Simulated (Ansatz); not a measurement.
A nudged elastic band was laid between two geometries of GaH3O + H2 (7 atoms, charge 0, multiplicity 1).

The calculation used RKS B3LYP-D4/def2-SVP (Ansatz).

```json
{
 "movable images": "5",
 "climbing image": "yes",
 "spring": "5.0 eV/Å²",
 "optimiser": "quadratic models (default)",
 "start path": "through a guess of the saddle point",
 "force threshold": "0.05 eV/Å",
 "iteration limit": "60",
 "end points": "relaxed"
}
```

First end point:

```xyz
7
Properties=species:S:1:pos:R:3
Ga -0.052 -0.350 0.037
O -0.005 -0.507 1.828
H -0.871 -0.507 2.257
H 1.366 -0.359 -0.613
H -1.456 -0.242 -0.657
H 0.118 2.693 0.903
H 0.139 2.134 1.420
```

Last end point:

```xyz
7
Properties=species:S:1:pos:R:3
Ga 0.010 0.478 -0.227
O -0.008 0.110 1.944
H -0.881 -0.214 2.211
H 1.355 -0.245 -0.614
H -1.370 -0.257 -0.476
H -0.006 2.059 -0.101
H 0.139 0.931 2.438
```

(1) Which bonds break or form, and what moves?

(2) Give the energies along the band, and the barrier.

(3) What is the geometry of the highest image?

(4) What are the harmonic wavenumbers there?

## Answers

(1) Bonds broken: H6–H7. Bonds formed: Ga1–H6, O2–H7. GaH3O + H2 becomes GaH5O.

(2) The forces met the threshold. The highest image is number 3 of 0 to 6, 0.88 eV above the first end and 1.03 eV above the last; the last end lies 0.15 eV below the first. A vibrational analysis at the climbing image gives one clearly imaginary mode, 1255i cm⁻¹: a first-order saddle point. The orbitals stay closed-shell, which can raise the energy where a bond breaks towards radicals; this wasn't checked here.

| image | path coordinate (Å) | energy (eV) | H6–H7 (Å) | Ga1–H6 (Å) | O2–H7 (Å) |
| --- | --- | --- | --- | --- | --- |
| 0 | 0.00 | 0.00 | 0.76 | 3.17 | 2.68 |
| 1 | 0.55 | 0.03 | 0.76 | 2.65 | 2.44 |
| 2 | 1.11 | 0.27 | 0.78 | 2.24 | 1.91 |
| 3 | 1.66 | 0.88 | 1.00 | 1.87 | 1.32 |
| 4 | 2.16 | 0.18 | 1.54 | 1.65 | 1.00 |
| 5 | 2.65 | -0.09 | 2.16 | 1.60 | 0.97 |
| 6 | 3.15 | -0.15 | 2.78 | 1.59 | 0.97 |

(3) 
```xyz
7
Properties=species:S:1:pos:R:3
Ga 0.002 0.156 -0.035
O 0.024 0.011 1.937
H -0.822 -0.221 2.347
H 1.414 -0.143 -0.619
H -1.427 -0.060 -0.631
H 0.043 1.873 0.699
H 0.005 1.248 1.477
```

(4) 1255i, 428, 455, 519, 618, 699, 728, 756, 893, 1362, 1750, 1847, 1984, 2013, 3807 cm⁻¹.

Time of the run: 99 s on 1 thread of Arm Neoverse V1, with other jobs on the host, peak memory 0.14 GiB.
